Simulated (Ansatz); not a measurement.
`N[SiH]([SiH3])Cl` + H–F → `N[SiH](F)Cl` + SiH₄  (cleavage of the Si–Si bond)

Program: Ansatz. Geometries: PBE0-D4/def2-TZVP. ΔE: electronic, gas phase. CBS: MP2 limit from def2 TZ/QZ plus the TZ coupled-cluster correction, frozen cores. This one scheme is used for every species. Functionals use def2-TZVPP. Each species was taken in one conformer, which may not be the lowest.

```json
{"level": "revPBE-D4", "ΔE (kJ/mol)": "-130.2", "difference from CCSD(T)/CBS": "22.9"}
{"level": "r2SCAN-D4", "ΔE (kJ/mol)": "-156.0", "difference from CCSD(T)/CBS": "-2.9"}
{"level": "B97M-V", "ΔE (kJ/mol)": "-161.2", "difference from CCSD(T)/CBS": "-8.1"}
{"level": "r2SCAN0-D4", "ΔE (kJ/mol)": "-156.5", "difference from CCSD(T)/CBS": "-3.4"}
{"level": "BHLYP-D4", "ΔE (kJ/mol)": "-164.6", "difference from CCSD(T)/CBS": "-11.5"}
{"level": "ωB97X-V", "ΔE (kJ/mol)": "-157.2", "difference from CCSD(T)/CBS": "-4.1"}
{"level": "revPBE", "ΔE (kJ/mol)": "-136.6", "difference from CCSD(T)/CBS": "16.5"}
{"level": "r2SCAN", "ΔE (kJ/mol)": "-157.6", "difference from CCSD(T)/CBS": "-4.5"}
{"level": "r2SCANh", "ΔE (kJ/mol)": "-157.9", "difference from CCSD(T)/CBS": "-4.8"}
{"level": "LC-ωPBE", "ΔE (kJ/mol)": "-154.2", "difference from CCSD(T)/CBS": "-1.1"}
{"level": "MP2/def2-TZVPP", "ΔE (kJ/mol)": "-159.8", "difference from CCSD(T)/CBS": "-6.7"}
{"level": "SCS-MP2/def2-TZVPP", "ΔE (kJ/mol)": "-165.9", "difference from CCSD(T)/CBS": "-12.8"}
{"level": "CCSD(T)/def2-TZVPP", "ΔE (kJ/mol)": "-156.2", "difference from CCSD(T)/CBS": "-3.1"}
{"level": "MP2/def2-QZVPP", "ΔE (kJ/mol)": "-158.8", "difference from CCSD(T)/CBS": "-5.7"}
{"level": "SCS-MP2/def2-QZVPP", "ΔE (kJ/mol)": "-164.8", "difference from CCSD(T)/CBS": "-11.7"}
{"level": "HF/CBS(def2)", "ΔE (kJ/mol)": "-189.3", "difference from CCSD(T)/CBS": "-36.2"}
{"level": "CCSD(T)/CBS", "ΔE (kJ/mol)": "-153.1", "difference from CCSD(T)/CBS": "0"}
```

Largest T1 diagnostic among the species: 0.011.

From BLYP to BHLYP (50 % exact exchange), in def2-TZVPP and without D4, ΔE moves by −13.6 kJ/mol. Leaving LDA and LC-ωPBE aside and taking each functional with its dispersion term where it has one, the values, not all of them listed here, spread over 35.8 kJ/mol, from CAM-B3LYP-D4 to revPBE-D4.
